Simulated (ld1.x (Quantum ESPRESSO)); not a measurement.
# iron (Fe): one change to a PAW potential, before and after

* Element: iron (Fe)
* Generator: ld1.x (Quantum ESPRESSO) 7.5
* Type: PAW
* Functional: PBE
* Relativity: scalar-relativistic
* Frozen core: [Ar]
* Valence charge: 8
* Reference configuration: 3d6 4s1 4p1
* Partial waves: 4s (bound): rcut 1.80, rcutus 2.30 bohr; 4s channel at 0.45 Ry: rcut 1.80, rcutus 2.30 bohr; 4p (bound): rcut 2.15, rcutus 2.70 bohr; 4p channel at 1.2 Ry: rcut 2.15, rcutus 2.70 bohr; 3d (bound): rcut 1.60, rcutus 2.05 bohr; 3d channel at -0.25 Ry: rcut 1.60, rcutus 2.05 bohr
* Local potential: all-electron potential smoothed inside 2.20 bohr (lloc = -2)
* Core correction: Bessel-smoothed model core, default radius (core density twice the valence density)
* Augmentation charge: PSQ, radius 1.85 bohr

Change: waves 3d (bound): rcut 1.60, rcutus 2.48 bohr; 3d channel at -0.25 Ry: rcut 1.60, rcutus 2.48 bohr.

Cutoffs: the cutoffs (Ry, on a coarse ladder) from which the occupation-weighted sum of valence levels, in a spherical-Bessel basis at the reference potential, stays within 10 and 1 mRy of its value at 400 Ry; they do not see the model core or the augmentation charge, which bear on the density cutoff. Errors are all-electron minus pseudo energies relative to the spin-unpolarised reference configuration.

Q: What does the change do?

A: The potential gets softer (25 Ry and 40 Ry → 15 Ry and 21 Ry); the number of tests that count goes from 7 to 4; of the 4 tests that both files solve, the error grows in 1 and shrinks in 0 by more than 15 % and 0.3 meV (median size 1.0 → 1.2 meV); neither file shows a bound ghost at the reference potential, the only one tested. A larger radius leaves more room for a smooth pseudo-wave, so fewer plane waves are needed.

```csv
quantity,base,changed
"cutoff, loose",25 Ry,15 Ry
"cutoff, tight",40 Ry,21 Ry
loose cutoff by channel (10 mRy a level),"s 6 Ry, p 6 Ry, d 18 Ry","s 6 Ry, p 6 Ry, d 12 Ry"
bound ghosts,none,none
"tests counted (converged, no solver errors)",7 of 7,4 of 7
"error for 3d6 4s2 4p0, meV [ΔE -4.10 eV]",-0.4,-0.5
"error for 3d6 4s1 4p0, meV [ΔE 4.62 eV]",-0.9,-1.2
"error for 3d6 4s0 4p0, meV [ΔE 20.83 eV]",-7.9,-9.2
"error for 3d6 4s0 4p2, meV [ΔE 4.35 eV]",-1.2,-1.3
s: phases at 2.96 bohr within 0.05 rad from the reference energy up to (Ry; the scan ends near 5),2.9,2.9
p: phases at 2.96 bohr within 0.05 rad from the reference energy up to (Ry; the scan ends near 5),3.5,3.5
d: phases at 2.96 bohr within 0.05 rad from the reference energy up to (Ry; the scan ends near 5),4.5,4.0
lowest overlap eigenvalue by channel,"s 0.43, p 0.65, d 0.97","s 0.43, p 0.65, d 0.13"
```

Changed file: Tests not counted: 3d4 4s0 4p0 (solver errors, printed error -224 eV); 3d7 4s1 4p0 (solver errors, printed error -559 eV); 3d7 4s0 4p0 (solver errors, printed error -503 eV).
